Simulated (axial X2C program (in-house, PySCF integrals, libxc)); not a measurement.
## Spin–orbit effects down a group: molecules with I (ions), HF

Computed with an in-house relativistic program for diatomic molecules, spin-free (one-electron X2C) or two-component (2c: spin–orbit coupling with atomic mean-field Coulomb and Gaunt terms, which also bring small scalar terms), in Dyall basis sets with cores contracted in-house; open shells are unrestricted.

Basis sets: Al dyall-av3z, B dyall-av3z, Ga dyall-acv3z, I dyall-acv3z, In dyall-acv3z.

```csv
molecule,spin-free state,Re (Å),ωe (cm⁻¹),De (eV),2c state,Re 2c (Å),ωe 2c (cm⁻¹),De 2c (eV)
BI⁻,"M_S = 1/2, Λ = 1",2.667,168.7,0.28,Ω = 1/2,2.655,173.3,0.29
AlI⁻,?,?,?,?,?,?,?,?
GaI⁻,"M_S = 1/2, Λ = 1",2.996,100.9,0.55,Ω = 1/2,2.996,100.9,n/a
InI⁻,"M_S = 1/2, Λ = 1",3.132,91.2,0.63,Ω = 1/2,3.142,88.9,n/a
```

**Question.** Estimate the 2c Re and ωe of AlI⁻ as the mean of its neighbours in the table.

**Answer.** Re ≈ 2.825 Å, ωe ≈ 137.1 cm⁻¹. The HF runs give the row below, so the estimate misses by -0.057 Å and -28.3 cm⁻¹.

```
molecule   spin-free state  Re (Å)  ωe (cm⁻¹)  De (eV)  2c state  Re 2c (Å)  ωe 2c (cm⁻¹)  De 2c (eV)
    AlI⁻  M_S = 1/2, Λ = 1   2.884      164.4     0.67   Ω = 1/2      2.882         165.4        0.64
```

Fragments in 2c: I- + B, I- + Al, I- + Ga, I- + In. Each entry is the lowest single determinant of a limited PBE0 search at one distance. De goes to single-determinant-based atoms at the same level (for ions the charge split of lowest energy) and is withheld (n/a) where an atom does not fit its ground term or J level. Main or longest-lived isotopes. Some light 2c atoms are not at their ground J level, so De misses part of their lowering (0.04 eV or less).
